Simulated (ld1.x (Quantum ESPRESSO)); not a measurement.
**What the settings do to the TM potential of Te**

Base potential:

```json
{
 "Element": "Te (Z = 52)",
 "Generator": "ld1.x (Quantum ESPRESSO) 7.5",
 "Type": "norm-conserving Troullier–Martins (Kleinman–Bylander form)",
 "Functional": "LDA (PZ)",
 "Relativity": "scalar-relativistic",
 "Frozen core": "[Kr]",
 "Valence charge": "16",
 "Reference configuration": "4d10 5s2 5p4",
 "Partial waves": "5s (bound): rc 1.70 bohr; 5p (bound): rc 1.60 bohr; 4d (bound): rc 1.50 bohr",
 "Local potential": "all-electron potential smoothed inside 1.20 bohr (lloc = -1)",
 "Core correction": "none"
}
```

Cutoffs, loose and tight: the cutoffs (Ry, on a coarse ladder) from which the occupation-weighted sum of valence levels, in a spherical-Bessel basis at the reference potential, stays within 10 and 1 mRy of its value at 400 Ry. They do not see the model core or the augmentation charge, which bear on the density cutoff. Test errors are all-electron minus pseudo excitation energies from the reference, over the configurations 4d10 5s2 5p3; 4d10 5s2 5p2; 4d10 5s2 5p1; 4d10 5s2 5p3.5; 4d10 5s0 5p6; 4d10 5s2 5p4.3; 4d10 5s2 5p0 (two spin-polarised tests are not counted in the largest error). A dash means not determined; rows that change the core or the reference have their own tests.

A true bound ghost makes a file unfit for plane-wave use even where its test errors are small: the radial tests pick states by their node count and pass the ghost by.

| change | outcome | cutoff, loose | cutoff, tight | bound ghosts | largest test error (meV) |
| --- | --- | --- | --- | --- | --- |
| base | generated | 100 Ry | 160 Ry | s, p | +42 |
| wave 5s (bound): rc 1.70 bohr becomes 5s (bound): rc 1.74 bohr | generated | 100 Ry | 160 Ry | s, p | +42 |
| wave 5p (bound): rc 1.60 bohr becomes 5p (bound): rc 1.06 bohr | failed: run_pseudo: Errors in PS-KS equation | – | – | – | – |
| wave 4d (bound): rc 1.50 bohr becomes 4d (bound): rc 2.26 bohr | generated | 70 Ry | 110 Ry | s, p | +30 |
| local potential all-electron potential smoothed inside 1.56 bohr (lloc = -1) | generated | 100 Ry | 160 Ry | s | +72 |
| all radii scaled by about 1.27 (s 2.16, p 2.02, d 1.90 bohr); local potential all-electron potential smoothed inside 1.52 bohr (lloc = -1) | generated | 80 Ry | 140 Ry | s | +50 |
| core [Kr] 4d10, valence charge 6; reference 5s2 5p4; waves now 5s (bound): rc 1.30 bohr; 5p (bound): rc 0.90 bohr; local potential all-electron potential smoothed inside 0.80 bohr (lloc = -1) | failed: run_pseudo: Errors in PS-KS equation | – | – | – | – |
| type TM semilocal; local potential the p channel | generated | 100 Ry | 160 Ry | none | +36 |
| local potential the s channel | generated | 100 Ry | 160 Ry | p | +30 |
| reference 4d10 5s1.5 5p4.5 | generated | 100 Ry | 160 Ry | s, p | +35 |
| reference 4d10 5s1.75 5p4.25 | generated | 100 Ry | 160 Ry | s, p | -353 |
| all radii scaled by about 1.28 (s 2.18, p 2.06, d 1.92 bohr); local potential all-electron potential smoothed inside 1.54 bohr (lloc = -1) | generated | 80 Ry | 140 Ry | s | +50 |
